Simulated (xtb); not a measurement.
ClHI2OSi, SMILES O[Si](Cl)(I)I. All values are semi-empirical tight-binding results from xtb (GFN2-xTB unless named), good for trends rather than for accurate numbers. Coordinates come from a GFN2-xTB optimisation. The structure was generated by enumeration, and PubChem lists no compound with its InChIKey, so it may never have been made. Other conformers were not sampled.

The orbital gap is 5.35 eV. The zero-point energy is 10.8 kcal/mol and the G − E(el) at 298.15 K (modified RRHO) is -12.0 kcal/mol. The static polarisability (D4 model) comes out as 112.5 bohr³, the solvation energy, GFN2-xTB/ALPB(water) is -8.2 kcal/mol and the solvation energy, GFN2-xTB/ALPB(dmf) is -14.3 kcal/mol.
